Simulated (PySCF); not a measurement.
C2H9NOSi, SMILES CC[Si@@H](N)O.

Coordinates come from a PBE-D3(BJ)/def2-SVP optimisation. The structure was generated by enumeration; whether it is a known compound was not checked. One conformer was computed; it need not be the lowest.

Calculation: PySCF with PBE-D3(BJ)/def2-SVP.

Frequencies are harmonic and unscaled.

Problem. Estimate the vibrational spectrum. (Estimate from the structure and the level; the computed values follow.)

Solution. 
```csv
mode,ν (cm⁻¹),IR (km/mol),moving atoms (share of kinetic energy)
1,71,19.0,"H 81 %, C 14 %"
2,78,6.0,"H 47 %, C 26 %, N 12 %, O 10 %"
3,156,4.2,"H 34 %, C 27 %, O 16 %, N 16 %"
4,185,1.6,"H 79 %, Si 9 %"
5,241,37.8,"H 68 %, O 10 %, C 10 %, N 9 %"
6,269,61.6,"H 50 %, O 27 %, C 9 %, N 9 %"
7,315,43.4,"H 54 %, Si 20 %, N 11 %, O 9 %"
8,339,8.6,"C 31 %, H 30 %, O 20 %, Si 17 %"
9,450,139.3,"H 59 %, N 34 %"
10,610,9.7,"H 86 %, C 13 %"
11,640,30.4,"C 41 %, H 29 %, Si 21 %"
12,735,53.1,"H 85 %, C 10 %"
13,772,85.1,"H 73 %, N 17 %"
14,799,121.9,"O 48 %, H 30 %, Si 20 %"
15,836,101.0,"H 63 %, N 19 %, Si 16 %"
16,868,90.1,"H 58 %, Si 21 %, N 13 %"
17,907,109.5,"H 66 %, Si 17 %, N 9 %"
18,948,19.1,"H 81 %, C 17 %"
19,958,59.4,"H 66 %, Si 16 %, C 13 %"
20,1027,21.2,"C 71 %, H 29 %"
21,1204,3.0,"H 78 %, C 22 %"
22,1213,6.3,"H 59 %, C 40 %"
23,1342,0.5,"H 82 %, C 18 %"
24,1379,4.4,"H 91 %, C 9 %"
25,1423,6.5,H 97 %
26,1428,5.3,H 96 %
27,1498,37.4,"H 90 %, N 10 %"
28,2137,161.8,H 97 %
29,2957,20.2,H 95 %
30,2965,32.0,H 97 %
31,3004,10.0,"H 91 %, C 9 %"
32,3045,24.1,"H 91 %, C 9 %"
33,3059,18.1,"H 91 %, C 9 %"
34,3482,16.0,H 96 %
35,3576,19.8,"H 92 %, N 8 %"
36,3751,35.6,H 94 %
```
